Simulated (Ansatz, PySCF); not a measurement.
System: sum formula BNH$_{2}$F$_{2}$, net charge 0, singlet state. 
Geometry from a B3LYP-D3(BJ)/def2-TZVP (Ansatz, an electronic-structure program) optimisation:
SMILES: NB(F)F
```xyz
6

B      0.0183    -0.0197     0.0248
F      1.2393    -0.4934    -0.2319
F     -0.5103    -0.2912     1.2198
N     -0.6792     0.7310    -0.9204
H     -1.5987     1.0964    -0.7469
H     -0.2993     0.9462    -1.8251
```
Charge 0, spin multiplicity 1.

Total electronic energies in hartree. Valence correlation only, unless marked. No spin-orbit coupling. Non-relativistic. CBS(X,Y): correlation extrapolated as X^-3; Hartree-Fock from the larger set. [CCSD(T)-MP2]/basis is that difference in the basis named.

| level | program | energy (Eh) |
|---|---|---|
| HF/cc-pwCVTZ | Ansatz | -279.47249 |
| RI-HF/cc-pVTZ | Ansatz | -279.47064 |
| RI-HF/aug-cc-pVQZ | Ansatz | -279.49421 |
| BHLYP-D3(BJ)/def2-TZVPD | Ansatz + dftd3 | -280.68398 |
| BHLYP/def2-TZVPD | Ansatz | -280.68085 |
| TPSSh-D3(BJ)/def2-TZVPD | PySCF + dftd3 | -280.78629 |
| HSE06/def2-TZVPD | Ansatz | -280.49008 |
| wB97M-V/def2-TZVPD | Ansatz | -280.71501 |
| MP2/6-31G | Ansatz | -279.66940 |
| SCS-MP2/aug-cc-pVDZ | Ansatz | -280.03055 |
| CCSD/cc-pVDZ | Ansatz | -280.00599 |
| CCSD/cc-pVTZ | Ansatz | -280.28769 |
| CCSD(T)/STO-3G | Ansatz | -275.65784 |
| RI-MP2/CBS(aug-cc-pVTZ,aug-cc-pVQZ)+[CCSD(T)-MP2]/aug-cc-pVTZ | Ansatz | -280.4585 |
| RI-MP2/CBS(cc-pVTZ,cc-pVQZ)+[CCSD(T)-MP2]/cc-pVTZ | Ansatz | -280.4548 |

Totals of different functionals don't rank their quality; only differences between species are comparable.
